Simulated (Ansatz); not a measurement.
Reaction (ligand exchange at the Sn–O bond): `C[O][SnH2][O]C` + CH₃NH₂ → `C[NH][SnH2][O]C` + CH₃OH

Gas-phase electronic energies from Ansatz, PBE0-D4/def2-TZVP geometries. CCSD(T)/CBS is the MP2 limit (def2-TZVPP, def2-QZVPP) plus CCSD(T) − MP2 in def2-TZVPP, frozen cores. This one scheme is used for every species. Functionals use def2-TZVPP. def2 core potentials past Kr. For Sn outer-core shells are correlated without core-valence functions, which leaves a few kJ/mol of doubt a bond. One conformer a species, not always the lowest.

`C[O][SnH2][O]C`:

Z-matrix (Å, degrees):
```
C
O 1 1.406
H 1 1.094 2 108.2
H 1 1.098 2 112.4 3 119.1
H 1 1.099 2 112.5 3 -118.8
Sn 2 1.960 1 119.7 3 178.7
O 6 1.960 2 106.3 1 61.4
H 6 1.700 2 110.7 1 -51.1
H 6 1.700 2 104.2 1 178.4
C 7 1.406 6 119.7 2 61.4
H 10 1.098 7 112.4 6 -61.8
H 10 1.094 7 108.2 6 179.0
H 10 1.099 7 112.5 6 60.2
```

CH₃NH₂:

```xyz
7

C    -0.427   -0.068    0.368
N     0.485    0.356   -0.680
H    -0.099   -0.938    0.955
H    -1.397   -0.311   -0.072
H    -0.591    0.759    1.062
H     0.642   -0.394   -1.341
H     1.388    0.596   -0.292
```

`C[NH][SnH2][O]C`:

Z-matrix (Å, degrees):
```
C
N 1 1.450
H 1 1.095 2 110.5
H 1 1.093 2 109.7 3 117.2
H 1 1.099 2 114.7 3 -121.8
Sn 2 2.012 1 120.9 3 -161.7
H 2 1.009 1 112.5 3 56.9
O 6 1.965 2 104.1 1 74.0
H 6 1.705 2 115.3 1 -36.7
H 6 1.708 2 107.0 1 -168.7
C 8 1.405 6 119.3 2 54.7
H 11 1.094 8 108.3 6 -170.5
H 11 1.100 8 112.2 6 70.8
H 11 1.098 8 112.6 6 -51.2
```

CH₃OH:

Cartesian coordinates in Å:
```
C -0.261 0.123 0.209
O 0.900 -0.602 -0.125
H -0.457 -0.056 1.266
H -1.138 -0.207 -0.361
H -0.135 1.203 0.064
H 1.091 -0.461 -1.054
```

| level | ΔE (kcal/mol) |
| --- | --- |
| r2SCAN-D4 | 7.4 |
| MP2/def2-QZVPP | 6.1 |
| SCS-MP2/def2-QZVPP | 6.7 |
| HF/CBS(def2) | 8.0 |

**Question.** What does CCSD(T)/CBS give? (An estimate is asked.)

**Answer.** Ansatz gave: +6.5 kcal/mol. The listed levels differ from it by 0.9, -0.4, 0.2, 1.5 kcal/mol.

Largest T1 diagnostic among the species: 0.014.

In def2-TZVPP, CCSD(T) changes the Hartree–Fock value by −1.6 kcal/mol (the triples alone add −0.0 kcal/mol) and MP2 by −1.8 kcal/mol.

CCSD(T)/CBS has its own doubt, a few kJ/mol and more with outer-core shells, so smaller differences from it don't rank the levels.
